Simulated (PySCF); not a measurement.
All values below come from B3LYP-D3(BJ)/def2-TZVP // TPSS-D3(BJ)/def2-SVP in PySCF. All species are isolated molecules in the gas phase. B3LYP has the VWN-RPA correlation part, as in Gaussian. 

Reference species: [Nb(=O)(F)3] (neutral, multiplicity 1).

* **mean distance from the central atom to its bonded neighbours**: 1.829 Å
* **coordination number**: 4
* **HOMO**: -10.35 eV
* **LUMO**: -2.81 eV

Changed species: [Nb(=O)(H)3] (X = H; the reference has X = F).

Task: Predict the effect on the mean distance from the central atom to its bonded neighbours, coordination number, HOMO and LUMO.

Result: the mean distance from the central atom to its bonded neighbours falls by 0.071 Å, to 1.758 Å; the coordination number hardly moves; the HOMO rises by 1.36 eV, to -8.99 eV; the LUMO decreases by 0.35 eV, to -3.16 eV.
